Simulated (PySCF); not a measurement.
# Computed properties of CH7FO2Si2, SMILES O[SiH2][C@@H](O)[SiH2]F

CH7FO2Si2, SMILES O[SiH2][C@@H](O)[SiH2]F. Geometry: PBE0-D3(BJ)/def2-SVP. The structure was generated by enumeration; whether it is a known compound was not checked. One conformer was computed; it need not be the lowest. All values are computed for the isolated molecule unless a solvent is named; none is compared with measurement here.

**Structure.** All 33 harmonic modes at PBE0-D3(BJ)/def2-SVP (PySCF) are real, so it is a minimum. With heavy atoms numbered as in [OH:1][SiH2:2][C@@H:3]([OH:4])[SiH2:5][F:6], the shortest bond between them is C3–O4 at 1.424 Å and the longest Si2–C3 at 1.903 Å.

**Vibrations.** The strongest infrared lines (harmonic, unscaled, degenerate partners summed) lie at 933 cm⁻¹ (507 km/mol, H 76 %, Si 14 %, O 8 %), 2243 cm⁻¹ (153 km/mol, H 97 %), 881 cm⁻¹ (132 km/mol, H 59 %, Si 21 %, O 16 %). The softest mode is at 60 cm⁻¹ and the zero-point energy is 52.8 kcal/mol.

**Electronic structure.** HF/def2-TZVP (PySCF) places the frontier levels at -11.09 and 2.51 eV, a gap of 13.60 eV, and gives a dipole moment of 1.68 D and a mean polarisability of 62.2 bohr³. PBE/def2-TZVP (PySCF) at the same geometry gives -6.20 and -1.61 eV, so its gap is 9.01 eV narrower. An orbital gap is neither the optical nor the fundamental gap.

**Excitations.** TDA-PBE0/def2-SVPD (PySCF) has S1 at 5.61 eV (221 nm, f = 0.005, weak); the most intense of the 10 singlets computed lies at 7.57 eV (f = 0.08). T1 (TDA) is at 5.25 eV, 0.36 eV under S1. TDA-PBE/def2-SVPD (PySCF) puts S1 at 4.78 eV. No vertical singlet excitation falls in the visible range (under 3.1 eV).

**NMR.** GIAO shifts at PBE0/pcSseg-1 (PySCF) (non-relativistic, atoms alike by connectivity averaged): ¹³C at 52.3 ppm against TMS; ¹H from -0.2 to 5.6 ppm against TMS; ²⁹Si from -16.6 to 14.1 ppm against TMS; ¹⁹F at -236.0 ppm against CFCl3.

**Solvation.** SMD-M06-2X/def2-SVP (PySCF) gives -5.7 kcal/mol in water, -5.0 kcal/mol in N,N-dimethylformamide, -4.6 kcal/mol in dimethylsulfoxide (1 M in both phases, gas-phase geometry); of these solvents water holds the molecule best.
